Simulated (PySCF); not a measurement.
C4H7BF2. Atoms are numbered in the order given.

```xyz
14

C      2.6094    -0.8433     0.6552
B      1.3231    -0.1082     0.1295
F      1.5119     1.0163    -0.5747
C     -0.1184    -0.6168     0.3841
C     -1.2630    -0.0428    -0.0313
C     -2.6627    -0.5038     0.1958
F     -1.2375     1.0906    -0.7460
H      3.2040    -0.1566     1.2843
H      2.4038    -1.7559     1.2336
H      3.2620    -1.1093    -0.1959
H     -0.2558    -1.5372     0.9595
H     -2.6900    -1.4321     0.7798
H     -3.2341     0.2768     0.7255
H     -3.1661    -0.6672    -0.7718
```

Geometry: B3LYP-D3(BJ)/def2-SVP. The structure was generated by enumeration; whether it is a known compound was not checked. One conformer was computed; it need not be the lowest.

The numbers are results of TDA-LC-ωPBE/def2-SVPD run with PySCF, not measurements.

Vertical excitations. The molecule is in vacuum.

**Question.** Estimate the UV-visible absorptions. (An estimate is asked for; the answer gives what the named calculation found.)

**Answer.** 
| state | energy (eV) | λ (nm) | f | main pairs |
|---|---|---|---|---|
| S1 | 6.23 | 199 | 0.002 | HOMO−1→LUMO 93 % |
| S2 | 6.51 | 190 | 0.644 | HOMO→LUMO 94 % |
| S3 | 7.70 | 161 | 0.024 | HOMO→LUMO+1 76 % |
| S4 | 8.10 | 153 | 0.000 | HOMO−2→LUMO 49 %, HOMO−3→LUMO 38 % |
| S5 | 8.59 | 144 | 0.002 | HOMO−3→LUMO 34 %, HOMO−5→LUMO 29 %, HOMO−2→LUMO 21 %, HOMO−1→LUMO+7 6 % |
| S6 | 9.06 | 137 | 0.020 | HOMO−1→LUMO+1 83 % |
| T1 | 3.62 | 342 | 0 | HOMO→LUMO 90 % |
| T2 | 5.69 | 218 | 0 | HOMO−1→LUMO 91 % |
Triplets are in the Tamm–Dancoff approximation.
